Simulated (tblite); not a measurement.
Compound: C4H6NOS (doublet state).
Atom-mapped SMILES: `[CH3:1]/[N:2]=[CH:3]/[C:4](=[O:5])[CH2:6][S:7]` (hydrogens: H8, H9, H10 on C1; H11 on C3; H12, H13 on C6)

A start from a force field or distance geometry was refined with tblite 0.8.0, GFN2-xTB geometry optimisation, gas phase. Values at the start:

```
 coordinate    start
      C1–N2  1.477 Å
      C1–H8  1.099 Å
      N2=C3  1.284 Å
      C3–C4  1.474 Å
     C3–H11  1.071 Å
      C4=O5  1.268 Å
      C4–C6  1.500 Å
      C6–S7  1.767 Å
     C6–H12  1.122 Å
   C1–N2–C3   122.2°
   N2–C3–C4   119.1°
   C3–C4–O5   121.8°
   C3–C4–C6   116.7°
   C4–C6–S7   110.7°
   O5–C4–C6   121.5°
N2–C3–C4–O5     180°
C3–C4–C6–S7     180°
```

Problem. How do these coordinates change at the GFN2-xTB level?

Solution. 
| coordinate | GFN2-xTB (Å or °) | change |
| --- | --- | --- |
| C4=O5 | 1.202 | -0.066 |
| C1–N2 | 1.421 | -0.056 |
| C6–H12 | 1.092 | -0.030 |
| N2=C3 | 1.257 | -0.027 |
| C3–H11 | 1.098 | +0.027 |
| C6–S7 | 1.789 | +0.022 |
| C4–C6 | 1.516 | +0.016 |
| C3–C4 | 1.490 | +0.016 |
| C1–H8 | 1.097 | -0.002 |
| O5–C4–C6 | 125.0 | +3.5 |
| C4–C6–S7 | 114.1 | +3.4 |
| C3–C4–C6 | 113.5 | -3.2 |
| N2–C3–C4 | 121.3 | +2.2 |
| C1–N2–C3 | 121.4 | -0.8 |
| C3–C4–O5 | 121.5 | -0.3 |
| C3–C4–C6–S7 | 172 | -8 |
| N2–C3–C4–O5 | 176 | -4 |

The energy falls by 9.9 kcal/mol over 70 L-BFGS steps, the largest force on an atom goes from 4.10 to 0.010 eV/Å, and the atoms move by 0.221 Å rms after alignment. The bond that changes most is C4=O5 (ends: carbon bonded to 2 C and O; oxygen bonded to C), which shortens by 0.066 Å. Bonds longer at the end by more than 0.005 Å: 4 of 12; shorter: 7. Among the dihedrals that turn most is H10–C1–N2–C3, from 92° to 123°. Rotational constants go from 5610, 1019, 872.2 to 5305, 1031, 873.9 MHz.

Hardware: one thread of an AMD EPYC, shared host with 64 logical CPUs at a one-minute load of 60. Cost: 1.3 s.

GFN2-xTB frequencies show an imaginary mode (27i cm⁻¹), so the point is no minimum at that level. 3 starts were optimised and ended at 0.00, 0.02 and 0.09 kcal/mol (GFN2-xTB); the lowest of these is shown.

One conformer stands for the species.

These are computed values.
